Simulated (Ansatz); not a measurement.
Sr6S5⁺ was relaxed with r2SCAN-D4 (def2-SVP) in Ansatz in these states: charge +1 doublet, charge +1 quartet. The geometries follow in no particular order.

In the def2 sets Sr takes a core potential; there is no spin–orbit coupling.

A:

```xyz
11

Sr    0.785    1.578   -0.466
Sr   -0.754    1.660    2.815
Sr    2.851    2.413    2.923
Sr    0.047   -1.899    0.613
Sr   -2.512   -0.701   -1.997
Sr   -0.021   -2.962   -4.029
S     0.767    3.615    1.467
S    -1.842    0.371    0.491
S     1.617    0.039    1.924
S    -1.366   -3.285   -1.537
S     0.429   -0.828   -2.204
```

B:

```xyz
11

Sr   -0.4248   -1.5098    1.0684
Sr   -2.7985    1.1849    1.2213
Sr   -4.0413   -2.1130   -0.3963
Sr    0.4236    1.0633   -1.5167
Sr    2.7982    1.2262    1.1755
Sr    4.0378   -0.4177   -2.1157
S    -3.1253   -1.4601    2.1118
S     0.0004    1.4271    1.4126
S    -2.1212   -0.2616   -1.2305
S     3.1301    2.0957   -1.4760
S     2.1210   -1.2349   -0.2543
```

**Question.** Judge from the bond lengths which geometry belongs to which state (an estimate).

**Answer.** A is the charge +1 quartet (Sr4–Sr6 4.762 Å, Sr4–Sr5 3.846 Å, Sr2–Sr3 3.684 Å); B is the charge +1 doublet (Sr4–Sr6 3.951 Å, Sr4–Sr5 3.593 Å, Sr2–Sr3 3.878 Å).

At PBE0-D4/def2-TZVP a doublet lies 2.14 eV below the charge +1 quartet. These are the stationary points nearest to one start from a short search; other shapes may lie lower in each state.
